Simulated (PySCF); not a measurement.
# Dipole response of As (arsenic, neutral)

[Ar] 3d10 4s2 4p3, high-spin 4S determinant. Computed with PySCF 2.14 in dyall-av3z (24s17p11d2f, 144 functions), with scalar relativity by spin-free X2C-1e. Coupled (time-dependent) response in atomic units; α is the mean over directions.

```
method  mean α (bohr³)  C₆ (like pair)  S(−4)
   UHF           30.32           256.2  265.0
   PBE           33.24           282.5  374.3
```

S(−4) is the Cauchy moment in α(ω) = α(0) + S(−4) ω² + …

Reference α: 30 ± 1 bohr³ (recommended; Schwerdtfeger and Nagle, table of static dipole polarizabilities (2023 update)). Published C₆: 246.0 (Chu and Dalgarno (2004); Tang, Norbeck and Certain (1976)).

α(iu) at UHF:

```json
{"u (hartree)": "0", "α(iu) (bohr³)": "30.32"}
{"u (hartree)": "0.0500", "α(iu) (bohr³)": "29.67"}
{"u (hartree)": "0.100", "α(iu) (bohr³)": "27.93"}
{"u (hartree)": "0.200", "α(iu) (bohr³)": "22.90"}
{"u (hartree)": "0.300", "α(iu) (bohr³)": "17.94"}
{"u (hartree)": "0.500", "α(iu) (bohr³)": "11.02"}
{"u (hartree)": "0.750", "α(iu) (bohr³)": "6.524"}
{"u (hartree)": "1.00", "α(iu) (bohr³)": "4.254"}
{"u (hartree)": "1.50", "α(iu) (bohr³)": "2.219"}
{"u (hartree)": "2.00", "α(iu) (bohr³)": "1.373"}
{"u (hartree)": "3.00", "α(iu) (bohr³)": "0.6917"}
{"u (hartree)": "5.00", "α(iu) (bohr³)": "0.2881"}
```

A single London oscillator, α(iu) = α/(1 + u²/ω²), gives C₆ = (3/4) ω α². Matching the computed C₆ needs ω = 4 × 256.2 / (3 × 30.32²) = 0.372 hartree.
